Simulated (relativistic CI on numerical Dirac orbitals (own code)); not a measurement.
# One change at a time: Rb³²⁺

Base calculation: Dirac-Coulomb-Breit CI, KLI orbitals optimised for each configuration, a model potential for QED, unscaled Slater integrals.

Configuration list (outside the closed core 1s2): 2s²2p, 2s2p², 2p³, 2p²3s, 2p²3p, 2p²3d, 2s²3s, 2s²3p, 2s²3d, 2s2p3s, 2s2p3p, 2s2p3d, 2s²4s, 2s²4p, 2s²4d, 2s²4f, 2s2p4s, 2s2p4p, 2s2p4d, 2s2p4f, 2s²5s, 2s²5p, 2s²5d, 2s²5f, 2s²5g, 2s3s², 2s3s3p, 2s3s3d, 2s3p², 2s2p5s, 2s3p3d, 2s2p5p, 2s2p5d, 2p3s², 2s2p5f, 2s2p5g. Levels of other configurations are missing.

Variants: (1) Breit term removed; (2) QED terms removed. Shifts of the energy above 2s²2p ²P°1/2, in eV, for the lowest level and the first level of each name with at least 55 % of one term (blank where a level changes its place among those of its configuration and J or its character, or is not in the variant):

```
        Level     Base   Δ(1)   Δ(2)
 2s²2p ²P°1/2     0.00   0.00   0.00
 2s²2p ²P°3/2    68.77  +1.60  -0.12
  2s2p² ⁴P1/2    90.44  -1.61  +1.62
  2s2p² ⁴P3/2   135.51  -0.25  +1.49
  2s2p² ⁴P5/2   154.24  +1.05  +1.48
  2s2p² ²D3/2   189.89  +0.37  +1.49
  2s2p² ²P1/2   198.69  -0.64  +1.52
  2s2p² ²D5/2   225.07  +1.73  +1.37
  2s2p² ²S1/2   271.84  +0.64  +1.37
  2s2p² ²P3/2   273.40  +1.55  +1.37
   2p³ ²D°5/2   362.48  +0.86  +3.03
   2p³ ²P°1/2   388.54  -0.74  +3.00
   2p³ ²P°3/2   441.98  +1.20  +2.87
  2s²3s ²S1/2  2231.07  +2.84  -0.48
 2s²3p ²P°1/2  2265.85  +2.32  +0.03
 2s²3p ²P°3/2  2285.11  +2.78  +0.02
2s2p3s ⁴P°1/2  2299.21  +1.13  +1.12
2s2p3s ⁴P°3/2  2310.47  +1.75  +1.07
  2s²3d ²D3/2  2315.79  +3.21  +0.01
  2s²3d ²D5/2  2321.78  +3.29  -0.02
2s2p3s ²P°1/2  2321.87  +1.43  +1.11
 2s2p3p ⁴D1/2  2329.05  +0.61  +1.61
```

At this charge energies of transitions that change n are usually good to better than 1 %, and those within a shell (Δn = 0) to a few per cent.

Ionisation energy from the two ground configurations alone: base 3992.39 eV; Breit term removed 3995.75 eV. The NIST ASD value (semi-empirical) is 3988 eV.

LS names give the leading component of a level, which can be under half, so a name can repeat, a term be missing and a line seem to break the LS rules.
